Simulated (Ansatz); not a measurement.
Frontier orbitals of H₅PSe₂Si (`P[Se][SiH2][SeH]`).

The species carries charge 0 and has multiplicity 1. Correlated methods include outer-core shells of Se, which these sets cover unevenly. Scalar relativity is left out up to krypton. All single points use the PBE0-D4/def2-TZVP geometry. It is one conformer, not always the lowest. Basis def2-TZVPP, Ansatz.

Orbital energies of one run (eV). Highest occupied ones, from the top: -6.35, -6.48, -6.91, -8.22, -8.90, -9.13, -9.69, -10.33, -10.48, -13.26, -15.93, -18.47, -19.13, -55.16. Empty: -1.57, -0.97, -0.81, -0.50, -0.30, 0.46.

(1) Which functional gave them?
A. ωB97M-V
B. B97M-V
C. PBE
D. r2SCAN0

Results:

(1) B. HOMO energies: B97M-V -6.35, r2SCAN0 -7.29, ωB97M-V -9.22, PBE -5.98 eV.
